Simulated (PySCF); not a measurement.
Molecular orbitals of ZnBi

B3LYP at R = 2.915 Å; PySCF, scalar-relativistic core potentials, basis sets Zn def2-SVP, Bi def2-SVP with ECP60. State: ⁴Σ⁻ (quartet), unpaired electrons σ ↑, π ↑↑. Only the outer orbitals are listed, counted within each symmetry, core potentials removing the inner ones.

```json
{"spin": "α", "orbital": "11σ", "occ.": "1", "ε (eV)": "-7.51", "on Zn (%)": "63", "main shells (%)": "62 Zn s, 36 Bi p"}
{"spin": "α", "orbital": "6π", "occ.": "1", "ε (eV)": "-5.73", "on Zn (%)": "2", "main shells (%)": "98 Bi p"}
{"spin": "α", "orbital": "6π", "occ.": "1", "ε (eV)": "-5.73", "on Zn (%)": "2", "main shells (%)": "98 Bi p"}
{"spin": "α", "orbital": "12σ", "occ.": "1", "ε (eV)": "-4.72", "on Zn (%)": "50", "main shells (%)": "51 Bi p, 37 Zn s, 12 Zn p"}
{"spin": "α", "orbital": "7π", "occ.": "0", "ε (eV)": "0.99", "on Zn (%)": "94", "main shells (%)": "94 Zn p"}
{"spin": "α", "orbital": "7π", "occ.": "0", "ε (eV)": "0.99", "on Zn (%)": "94", "main shells (%)": "94 Zn p"}
{"spin": "α", "orbital": "13σ", "occ.": "0", "ε (eV)": "1.72", "on Zn (%)": "88", "main shells (%)": "67 Zn s, 21 Zn p"}
{"spin": "β", "orbital": "11σ", "occ.": "1", "ε (eV)": "-6.80", "on Zn (%)": "75", "main shells (%)": "73 Zn s, 23 Bi p"}
{"spin": "β", "orbital": "6π", "occ.": "0", "ε (eV)": "-3.00", "on Zn (%)": "3", "main shells (%)": "96 Bi p"}
{"spin": "β", "orbital": "6π", "occ.": "0", "ε (eV)": "-3.00", "on Zn (%)": "3", "main shells (%)": "96 Bi p"}
{"spin": "β", "orbital": "12σ", "occ.": "0", "ε (eV)": "-2.64", "on Zn (%)": "42", "main shells (%)": "59 Bi p, 28 Zn s, 13 Zn p"}
```

Which are the highest filled and the lowest empty level, where do they sit, and how wide is the gap?

Highest filled α 12σ at -4.72 eV (in %: 51 Bi p, 37 Zn s, 12 Zn p); lowest empty β 6π at -3.00 eV (in %: 96 Bi p); the gap at B3LYP is 1.72 eV.

| Item | Value |
| --- | --- |
| bond order (Mayer) | 0.61 |
| ⟨S²⟩ | 3.757 |
| charge on Zn (Mulliken, basis-dependent) | 0.08 |
| charge on Zn (Löwdin, basis-dependent) | 0.12 |
| dipole moment (positive dipole means Zn(−)Bi(+)) | -0.59 D |
| polarisability along the bond | 117.3 bohr³ |
| polarisability across the bond | 42.6 bohr³ |

Spin–orbit coupling is left out, which matters for elements this heavy, above all for dissociation energies. The state is the lowest determinant that a PBE0 search found; another state may lie lower at other levels.
